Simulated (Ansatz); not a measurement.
A run for Ansatz (a quantum-chemistry and plane-wave program): FCI/6-31G on Al2, 2S+1 = 3, a point of a bond scan (R = 2.204 Å).

Ansatz 0.2 input:
```yaml
crystal:
  periodic: [false, false, false]
  atoms:
    - {symbol: Al, position_ang: [-0.00000000, -0.00000000, -1.37770259]}
    - {symbol: Al, position_ang: [0.00000000, 0.00000000, 0.82662155]}
basis:
  gaussian:
    orbitals: 6-31G
magnetization: {spin_polarized: false, initial_magnetization: 2}
correlation: {method: fci, electrons: outside_noble_gas}
```

Problem. Give the final energy of this run.

Solution. -483.7795 hartree.
